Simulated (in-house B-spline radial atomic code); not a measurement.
Removal energies of one electron outside the [Ar] 3d10 core along the 29-electron series, with the parts due to correlation (partial-wave tail included) and to Breit and QED terms, both contained in the total; recoil is left out. Computed with a B-spline radial code for spherical atoms: frozen-core Dirac-Hartree-Fock with a screened correlation potential.

| ion | Z | removal energy of 5p1/2 (eV) | correlation part of 5p1/2 (eV) | Breit and QED part of 5p1/2 (eV) | removal energy of 5p3/2 (eV) | correlation part of 5p3/2 (eV) | Breit and QED part of 5p3/2 (eV) |
| --- | --- | --- | --- | --- | --- | --- | --- |
| Hf43+ | 72 | 1284.09 | 0.98898 | -1.2163 | 1243.05 | 0.90273 | -0.79041 |
| Ta44+ | 73 | ? | ? | ? | ? | ? | ? |
| W45+ | 74 | 1399.79 | 1.0112 | -1.3789 | 1352.22 | 0.91799 | -0.89003 |
| Re46+ | 75 | ? | ? | ? | ? | ? | ? |
| Os47+ | 76 | 1520.95 | 1.033 | -1.5573 | 1466.04 | 0.93246 | -0.99774 |
| Ir48+ | 77 | 1583.61 | 1.0439 | -1.6528 | 1524.7 | 0.93965 | -1.0547 |

Q: Fill in the row of Ta44+.

A: removal energy of 5p1/2 (eV): 1341.26; correlation part of 5p1/2 (eV): 1.0002; Breit and QED part of 5p1/2 (eV): -1.2957; removal energy of 5p3/2 (eV): 1297.05; correlation part of 5p3/2 (eV): 0.91044; Breit and QED part of 5p3/2 (eV): -0.83922.

Q: Fill in the row of Re46+.

A: removal energy of 5p1/2 (eV): 1459.68; correlation part of 5p1/2 (eV): 1.0221; Breit and QED part of 5p1/2 (eV): -1.4661; removal energy of 5p3/2 (eV): 1408.55; correlation part of 5p3/2 (eV): 0.92528; Breit and QED part of 5p3/2 (eV): -0.94286.
